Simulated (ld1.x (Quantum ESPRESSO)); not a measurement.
**Varying the TM potential for Pb**

Base potential:

lead (Pb), norm-conserving Troullier–Martins (Kleinman–Bylander form), made with ld1.x (Quantum ESPRESSO) 7.5 (PBEsol, scalar-relativistic). Core [Xe] 4f14, reference 5d10 6s2 6p1.5 (charge +0.5). Waves: 6s (bound): rc 2.10 bohr; 6p (bound): rc 2.20 bohr; 5d (bound): rc 1.40 bohr. Local part: all-electron potential smoothed inside 1.40 bohr (lloc = -1). Core correction: a·sin(br)/r model core, default radius (core density twice the valence density).

Cutoffs, loose and tight: the cutoffs (Ry, on a coarse ladder) from which the occupation-weighted sum of valence levels, in a spherical-Bessel basis at the reference potential, stays within 10 and 1 mRy of its value at 400 Ry. They do not see the model core or the augmentation charge, which bear on the density cutoff. Test errors are all-electron minus pseudo excitation energies from the reference, over the configurations 5d10 6s2 6p2; 5d10 6s2 6p1; 5d10 6s2 6p0; 5d10 6s0 6p0; 5d10 6s0 6p4; 5d10 6s2 6p2.3; 5d10 6s1 6p0. A dash means not determined; rows that change the core or the reference have their own tests. The largest error is taken over the tests solved by every variant that gives reliable tests at all: 5d10 6s0 6p0; 5d10 6s1 6p0; 5d10 6s2 6p0; 5d10 6s2 6p1; 5d10 6s2 6p2; 5d10 6s2 6p2.3.

A true bound ghost makes a file unfit for plane-wave use even where its test errors are small: the radial tests pick states by their node count and pass the ghost by. Where a test does run into it, the solver fails or the error is huge.

| change | outcome | cutoff, loose | cutoff, tight | bound ghosts | largest test error (meV) |
| --- | --- | --- | --- | --- | --- |
| base | generated | 55 Ry | 90 Ry | s, p | -107 |
| all radii but the core radius scaled by about 0.78 (s 1.64, p 1.72, d 1.10 bohr); local potential all-electron potential smoothed inside 1.10 bohr (lloc = -1) | generated | 80 Ry | 140 Ry | s, p | -78 |
| all radii but the core radius scaled by about 0.85 (s 1.78, p 1.86, d 1.18 bohr); local potential all-electron potential smoothed inside 1.18 bohr (lloc = -1) | generated | 90 Ry | 110 Ry | s, p | -93 |
| all radii but the core radius scaled by about 0.94 (s 1.98, p 2.08, d 1.32 bohr); local potential all-electron potential smoothed inside 1.32 bohr (lloc = -1) | generated | 80 Ry | 100 Ry | s, p | -107 |
| all radii but the core radius scaled by about 1.06 (s 2.22, p 2.32, d 1.48 bohr); local potential all-electron potential smoothed inside 1.48 bohr (lloc = -1) | generated | 55 Ry | 90 Ry | s, p | -104 |
| all radii but the core radius scaled by about 1.15 (s 2.42, p 2.54, d 1.62 bohr); local potential all-electron potential smoothed inside 1.62 bohr (lloc = -1) | generated | 55 Ry | 90 Ry | s, p | -120 |
| all radii but the core radius scaled by about 1.28 (s 2.70, p 2.82, d 1.80 bohr); local potential all-electron potential smoothed inside 1.80 bohr (lloc = -1) | generated | 55 Ry | 90 Ry | s | -188 |
| all radii but the core radius scaled by about 1.36 (s 2.86, p 3.00, d 1.90 bohr); local potential all-electron potential smoothed inside 1.90 bohr (lloc = -1) | generated | 50 Ry | 80 Ry | s | -254 |

Reading the sweep of the scale of all radii but the core radius (base = 1) (base included, trends over the rows without a ghost): Bound ghosts are found at 0.78, 0.85, 0.94, 1, 1.06, 1.15, 1.28, 1.36. Every judged row has one, so this setting neither creates nor removes them.
